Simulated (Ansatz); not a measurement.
Ansatz results at the PBE0-D4/def2-TZVP geometry: HOMO–LUMO gap (PBE/def2-TZVPP) 4.28 eV; HOMO energy (ωB97M-V/def2-TZVPP) -8.93 eV; HOMO energy (PBE0/def2-TZVPP) -6.88 eV.

Q: Which molecule gave them?
A. `[F][Ti]12345678([Cl])([C@H]9[C@@H]1[C@@H]2[C@@H]3[C@H]94)[C@H]1[C@@H]5[C@@H]6[C@@H]7[C@H]18`
B. `[CH3][Hf]12345678([F])([C@H]9[C@@H]1[C@@H]2[C@@H]3[C@H]94)[C@H]1[C@@H]5[C@@H]6[C@@H]7[C@H]18`
C. `[CH3][Ti]1234([CH3])([OH])[C@@H]5[C@H]1[C@H]2[C@]3(F)[C@@H]54`
D. `C[N]=[Nb]1234([Cl])([Cl])[C@H]5[C@@H]1[C@@H]2[C@@H]3[C@H]54`

A: B. The others give `[F][Ti]12345678([Cl])([C@H]9[C@@H]1[C@@H]2[C@@H]3[C@H]94)[C@H]1[C@@H]5[C@@H]6[C@@H]7[C@H]18`: 2.58, -8.73, -6.68; `[CH3][Ti]1234([CH3])([OH])[C@@H]5[C@H]1[C@H]2[C@]3(F)[C@@H]54`: 3.50, -9.31, -7.19; `C[N]=[Nb]1234([Cl])([Cl])[C@H]5[C@@H]1[C@@H]2[C@@H]3[C@H]54`: 3.03, -9.20, -7.11.
